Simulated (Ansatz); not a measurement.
Frontier orbitals of C2H6BGaO, SMILES `[BH]1CO[CH2][GaH]1`.

Charge 0, multiplicity 1. Correlated methods include outer-core shells of Ga, which these sets cover unevenly. Scalar relativity is left out up to krypton. All single points use the PBE0-D4/def2-TZVP geometry. Basis def2-TZVPP, the Gaussian-basis code of Ansatz.

Orbital energies of one run (eV). Highest occupied ones, from the top: -5.75, -6.63, -7.03, -8.26, -9.35, -9.96, -10.25, -11.64, -12.42, -13.22, -16.43, -18.45, -19.50, -19.66. Empty: -2.67, -0.79, -0.06, 0.28, 0.54, 1.03.

Which functional gave them?
A. LDA (SPW92)
B. r2SCAN0
C. LC-ωPBE
D. BHLYP

A. HOMO energies: LDA (SPW92) -5.75, r2SCAN0 -6.85, LC-ωPBE -9.32, BHLYP -7.73 eV.

LC-ωPBE has ω = 0.4 bohr⁻¹.
